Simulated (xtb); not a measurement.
xtb input (GFN-FF):

```bash
xtb mol.xyz --gfnff --opt tight --chrg 0 --uhf 0
```
mol.xyz:
```
5

Sn     0.00000000     0.00000000     0.00000000
H     -1.12928612     1.16103262    -0.54381784
H      0.26993956    -1.15254676    -1.23198634
H     -0.61307219    -0.78386854     1.38878160
H      1.47241875     0.77538268     0.38702257
```

End of the output:

```
         :::::::::::::::::::::::::::::::::::::::::::::::::::::
         ::                     SUMMARY                     ::
         :::::::::::::::::::::::::::::::::::::::::::::::::::::
         :: total energy              -0.291328468610 Eh    ::
         :: gradient norm              0.000000545517 Eh/a0 ::
         ::.................................................::
         :: bond energy               -0.299841470671 Eh    ::
         :: angle energy               0.002674725896 Eh    ::
         :: torsion energy             0.000000000000 Eh    ::
         :: repulsion energy           0.013774719629 Eh    ::
         :: electrostat energy        -0.006835419633 Eh    ::
         :: dispersion energy         -0.001101023832 Eh    ::
         :: HB energy                  0.000000000000 Eh    ::
         :: XB energy                  0.000000000000 Eh    ::
         :: bonded atm energy          0.000000000000 Eh    ::
         :: external energy            0.000000000000 Eh    ::
         :: add. restraining           0.000000000000 Eh    ::
         :: total charge               0.000000000000 e     ::
         :::::::::::::::::::::::::::::::::::::::::::::::::::::

           -------------------------------------------------
          |                Property Printout                |
           -------------------------------------------------

molecular dipole:
                 x           y           z       tot (Debye)
 q only:        0.000      -0.000       0.000       0.000
           -------------------------------------------------
          |                Geometry Summary                 |
           -------------------------------------------------

      molecular mass/u    :      122.7418756
   center of mass at/Å    :        0.0000000      -0.0000000      -0.0000000
  moments of inertia/u·Å² :        0.7732508E+01   0.7732508E+01   0.7732508E+01
rotational constants/cm⁻¹ :        0.2180099E+01   0.2180099E+01   0.2180099E+01

 * 4 selected distances

     #   Z          #   Z                                           value/Å
     1  50 Sn       2   1 H                                       1.6961268 (max)
     1  50 Sn       3   1 H                                       1.6961268
     1  50 Sn       4   1 H                                       1.6961268 (min)
     1  50 Sn       5   1 H                                       1.6961268

 * 1 distinct bonds (by element types)

   Z      Z             #   av. dist./Å        max./Å        min./Å
   1 H   50 Sn          4     1.6961268     1.6961268     1.6961268

optimized geometry written to: xtbopt.xyz

           -------------------------------------------------
          | TOTAL ENERGY               -0.291328468610 Eh   |
          | GRADIENT NORM               0.000000545517 Eh/α |
           -------------------------------------------------
########################################################################
[WARNING] Runtime exception occurred
-1- gfnff_setup: Could not read topology file.
########################################################################

------------------------------------------------------------------------
------------------------------------------------------------------------
Note: The following floating-point exceptions are signalling: IEEE_UNDERFLOW_FLAG IEEE_DENORMAL
normal termination of xtb
 total:
 SCF:
 ANC optimizer:
```
